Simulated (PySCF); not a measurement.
## Static response to an electric field

C₂H₆S₂Si.
Numbering: `[CH2:1]1[CH2:2][S:3][SiH2:4][S:5]1` (hydrogens: H6, H7 on C1; H8, H9 on C2; H10, H11 on Si4)

Structure used (PBE0-D3(BJ)/def2-SVP), in Å, numbered top down from 1:
```
atom  x, y, z in Å
C1    -0.7845    0.9214   -0.4030
C2    -1.2006   -0.4246    0.1520
S3     0.0323   -1.0609    1.3494
Si4    1.7536   -0.4529    0.2125
S5     0.8317    0.8156   -1.2596
H6    -0.7328    1.6753    0.3969
H7    -1.5032    1.2667   -1.1625
H8    -2.1437   -0.3394    0.7147
H9    -1.3425   -1.1569   -0.6571
H10    2.7202    0.2305    1.1214
H11    2.4783   -1.5549   -0.4857
```

Level: B3LYP/def2-SVPD (PySCF), static field, nuclei fixed, core orbitals frozen in the response. The polarisability tensor in these axes (au):

```
x    99.08  -2.99  -1.42
y    -2.99  82.47 -11.20
z    -1.42 -11.20  87.85
```

**Question.** What are the eigenvalues, a third of the trace, and Δα (Δα² = ½Σ(αi − αj)² over the three pairs)?

**Answer.** Principal values 73.24, 96.50 and 99.67 au; mean 89.80 au = 13.31 Å³ = 14.81 × 10⁻⁴⁰ C²·m²/J; Δα = 24.99 au (28 % of the mean).

**Question.** What is the dipole moment, and where does it point?

**Answer.** (-1.42, 0.37, -0.16) D, 1.48 D in size, pointing from the negative to the positive side. Measured along this direction, the outermost atoms are H11 and H10 at the negative end and H8 and H7 at the positive end.

**Question.** In TDDFT the mean static polarisability is Σ f/ω² over all singlet excitations (ω in hartree). How much of it do the 10 lowest give? Their energies (eV) and oscillator strengths: 5.08, 0.0010; 5.11, 0.0046; 5.50, 0.0050; 5.54, 0.0122; 6.34, 0.0035; 6.35, 0.0048; 6.60, 0.0002; 6.65, 0.0322; 6.72, 0.0132; 6.75, 0.0045.

**Answer.** They add up to 1.56 au, 1.7 % of the 89.80 au; the largest single term is 0.54 au, from the state at 6.65 eV. Terms in order: 0.03, 0.13, 0.12, 0.30, 0.06, 0.09, 0.00, 0.54, 0.22, 0.07 au. Higher excitations give the rest. The strengths listed sum to 0.081.

**Question.** Rayleigh depolarisation ratio (linearly polarised light, static tensor)?

**Answer.** ρ = 3Δα²/(45ᾱ² + 4Δα²) = 1874.0/(362903 + 2498.7) = 0.00513.

**Question.** Give the eigenvalues of the traceless quadrupole moment Θ = ½Σq(3rr − r²1), origin at the centre of nuclear charge.

**Answer.** -7.88, -1.92, 9.80 D·Å. The values depend on the origin, since the dipole doesn't vanish. The electronic extent ⟨r²⟩ about the same centre is 778 bohr², a root-mean-square distance of 1.84 Å for the 64 electrons.

**Question.** Molar refractivity from α?

**Answer.** Lorentz–Lorenz: R = (4π/3)N_A α = 2.5225 cm³/(mol·Å³) × 13.31 Å³ = 33.6 cm³/mol, in the limit of long wavelengths.

**Question.** Find the Langevin capture rate constant for O2+ (31.990 u) meeting this molecule (121.968 u), k = 2.342 × 10⁻⁹ cm³/s × √(α in Å³ / reduced mass in u).

**Answer.** The reduced mass is 25.34 u, so k = 1.70 × 10⁻⁹ cm³/s. The formula leaves out the permanent dipole, which adds to the capture rate.

Isolated species at its PBE0-D3(BJ)/def2-SVP geometry (one conformer only).
